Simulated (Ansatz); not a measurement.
Method: frozen-core CCSD(T)/cc-pVDZ // PBE-D3(BJ)/def2-SVP run with Ansatz (a first-principles code). The restricted HF reference is unstable towards unrestricted orbitals.

Ansatz 0.2 input:
```yaml
crystal:
  periodic: [false, false, false]
  atoms:
    - { symbol: F, position_ang: [1.278054, -0.087068, 2.163551] }
    - { symbol: C, position_ang: [0.931708, -0.065663, 0.866833] }
    - { symbol: C, position_ang: [1.84388, -0.135749, -0.166736] }
    - { symbol: Si, position_ang: [3.710056, -0.272236, -0.041341] }
    - { symbol: S, position_ang: [1.004198, -0.078938, -1.713114] }
    - { symbol: C, position_ang: [-0.56659, 0.038648, -0.942454] }
    - { symbol: C, position_ang: [-1.824356, 0.128987, -1.565735] }
    - { symbol: C, position_ang: [-2.960033, 0.214737, -0.753895] }
    - { symbol: C, position_ang: [-2.854004, 0.211376, 0.658202] }
    - { symbol: C, position_ang: [-1.608374, 0.121911, 1.280355] }
    - { symbol: C, position_ang: [-0.448703, 0.034381, 0.477211] }
    - { symbol: H, position_ang: [4.187222, -1.53061, -0.712938] }
    - { symbol: H, position_ang: [4.084803, -0.295255, 1.410258] }
    - { symbol: H, position_ang: [4.365411, 0.898921, -0.720411] }
    - { symbol: H, position_ang: [-1.911307, 0.131951, -2.662141] }
    - { symbol: H, position_ang: [-3.952832, 0.286251, -1.223002] }
    - { symbol: H, position_ang: [-3.766092, 0.280068, 1.269388] }
    - { symbol: H, position_ang: [-1.513039, 0.118286, 2.375967] }
basis:
  gaussian: { orbitals: cc-pVDZ }
correlation:
  method: ccsd_t
```

Output:

```
Functional definition: HF
1864 factors; integrals over basis functions are off by at most 1.2e-3 eV
mean field evaluation 1: about -29734.9818 eV, gradient 3.8e1 eV
mean field evaluation 2: about -29735.4590 eV, gradient 3.8e1 eV
mean field evaluation 4: about -29740.1924 eV, gradient 6.4e0 eV
mean field evaluation 8: about -29740.3266 eV, gradient 1.4e-1 eV
mean field evaluation 16: about -29739.0671 eV, gradient 1.6e1 eV
mean field -29740.32682230 eV, -1092.9368520018 hartree, gradient 1.4e-6 eV, S^2 0.000000; 0 other end points of the search recorded, 0 dependent functions left out; unrestricted orbitals would lower it
19 core orbitals not correlated
reference -29740.32682230 eV, -1092.9368520018 hartree; 28, 28 occupied and 150, 150 virtual orbitals, 1864 factors
second order -39.61678666 eV of doubles, -0.00000000 eV of singles
cycle   1  -39.69412242 eV  change   -7.7e-2 eV  update   1.7e-1
cycle   2  -40.90715724 eV  change    -1.2e0 eV  update   5.5e-2
cycle   3  -41.19807842 eV  change   -2.9e-1 eV  update   2.6e-2
cycle   4  -41.19384271 eV  change    4.2e-3 eV  update   7.2e-3
cycle   5  -41.19439295 eV  change   -5.5e-4 eV  update   4.0e-3
cycle   6  -41.19590232 eV  change   -1.5e-3 eV  update   1.2e-3
cycle   7  -41.19537907 eV  change    5.2e-4 eV  update   7.3e-4
cycle   8  -41.19514765 eV  change    2.3e-4 eV  update   3.0e-4
cycle   9  -41.19522321 eV  change   -7.6e-5 eV  update   1.5e-4
cycle  10  -41.19521480 eV  change    8.4e-6 eV  update   4.9e-5
perturbative correction -1.80510794 eV, -0.0663364933 hartree
Total energy: -29783.32714504 eV, -1094.5170847158 hartree
```

Cost: roughly 8 core-minutes.
